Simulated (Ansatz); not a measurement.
**Group exchange: C3H6 + C2H7NSi → C2H6Si + C3H7N**

Species: C3H6 (propene) `C=CC`, singlet; C2H7NSi `C=CN[SiH3]`, singlet; C2H6Si (vinylsilane) `C=C[SiH3]`, singlet; C3H7N (N-methylethenamine) `C=CNC`, singlet. The partners trade CH3 for SiH3: C–CH3 and N–SiH3 bonds give way to C–SiH3 and N–CH3.

Shapes, held fixed at every level: PBE0-D4/def2-TZVP. Flexible molecules stand in one conformer, not always the lowest. Programs: Ansatz 0.2.0. The zero-point and thermal change to 298 K, harmonic and unscaled (PBE0-D4/def2-TZVP), is +0.6 kJ/mol.

```tsv
level	kind	ΔH(298 K) (kJ/mol)	less CCSD(T)/CBS estimate	CPU time (sum over the molecules)
HF/def2-TZVPP	Hartree–Fock	+93.8	+3.2	–
SPW92/def2-TZVPP	LDA	+83.7	-6.9	8.6 s
B3LYP-D4/def2-TZVPP	global hybrid	+88.0	-2.6	31 s
r2SCAN0-D4/def2-TZVPP	global hybrid	+90.3	-0.3	31 s
CCSD(T)/def2-SVP	coupled cluster or CI	+81.9	-8.7	21 s
CCSD(T)/def2-TZVPP	coupled cluster or CI	+89.3	-1.3	4.8 min
CCSD(T)/CBS estimate	coupled cluster or CI	+90.6	0.0	7.4 min
```

The highest level, CCSD(T)/CBS estimate, gives ΔH(298 K) = +90.6 kJ/mol; the levels span +81.9 to +93.8. The column of differences is taken from that level and isn't an error. No measured value is set beside it here. The CBS estimate extrapolates MP2 from def2-TZVPP and def2-QZVPP and adds CCSD(T) − MP2 in the triple-zeta set, cores frozen. Times are processor times on shared x86 and Arm servers, and rough.
